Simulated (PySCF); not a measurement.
**Threshold energies of AsF in a plasma**

CCSD(T) in PySCF with def2-TZVPPD on every atom, for the lowest determinant that a PBE0 search found; no spin–orbit coupling.

```
species  state (unpaired electrons)  Re (Å)  ωe (cm⁻¹)  energy of the minimum from the neutral (eV)  De (eV)  dissociates to
    AsF              triplet (π ↑↑)   1.748        685                                         0.00     4.02          As + F
   AsF⁺               doublet (π ↑)   1.663        832                                         9.45     4.55         As⁺ + F
   AsF⁻               doublet (π ↑)   1.854        527                                        -0.63     1.39         As + F⁻
```

Q: Work out the lowest energy to break AsF into atoms, from its vibrational ground state.

A: D0 = De − ωe/2 = 4.02 − 0.04 = 3.98 eV (CCSD(T)/def2-TZVPPD).

Q: Work out the ionisation energy of the As atom at this level and the threshold of dissociative ionisation.

A: IE(As) = 9.45 + 4.55 − 4.02 = 9.98 eV, so As⁺ + F + e⁻ appears at D0 + IE(As) = 13.96 eV (CCSD(T)/def2-TZVPPD). The measured IE(As) is 9.789 eV (NIST ASD).

Q: Work out the electron affinity of the F atom and the threshold of dissociative attachment.

A: EA(F) = 4.02 − 1.39 − (-0.63) = 3.26 eV, so As + F⁻ needs D0 − EA(F) = 0.72 eV (CCSD(T)/def2-TZVPPD). The measured EA(F) is 3.401 eV.

Q: At which energy does ion-pair formation open?

A: As⁺ + F⁻ lies at D0 + IE(As) − EA(F) = 10.70 eV (CCSD(T)/def2-TZVPPD).

These are thermodynamic thresholds; the onsets seen under electron impact lie higher where the geometry changes, and cross-sections peak well above them.

Correlated steps freeze 10 core orbitals. Spin–orbit coupling is left out. For an ion De counts to the pair picked by the measured ionisation energies or electron affinities, which need not be the lowest pair at this level. States were picked by a PBE0 search and need not be the measured ground states.
